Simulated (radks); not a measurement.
Values are calculated unless marked as measured or tabulated.
Trend from Ni to Pt: ionisation energy by Delta-SCF between NIST ground configurations, and size. Code: a radial shooting solver on a logarithmic mesh with Libxc functionals. Model: scalar-relativistic Kohn-Sham, BLYP, spin-polarised, spherical densities, finite nucleus; open shells are filled with parallel spins first (spin-orbit coupling, left out, can overturn this in heavy ions); Fermi nuclear charge, rms radius of each element as measured or else 0.836 A^(1/3) + 0.57 fm.

| species | configuration | IE (eV) | NIST (eV) | kind | outermost | <r> outermost (bohr) |
|---|---|---|---|---|---|---|
| Ni | [Ar] 3d8 4s2 | 7.241 | 7.640 | exp. | 4s | 2.84 |
| Pd | [Kr] 4d10 | 8.918 | 8.337 | exp. | 4d | 1.60 |
| Pt | [Xe] 4f14 5d9 6s1 | 9.481 | 8.959 | exp. | 6s | 2.91 |

Reference values: NIST Atomic Spectra Database (exp. = measured, semi-emp. = semi-empirical, theory = theoretical value adopted there). Open shells are spherical and high-spin; term and fine-structure splittings are not resolved. Spin-orbit splitting is averaged out at the scalar-relativistic level.
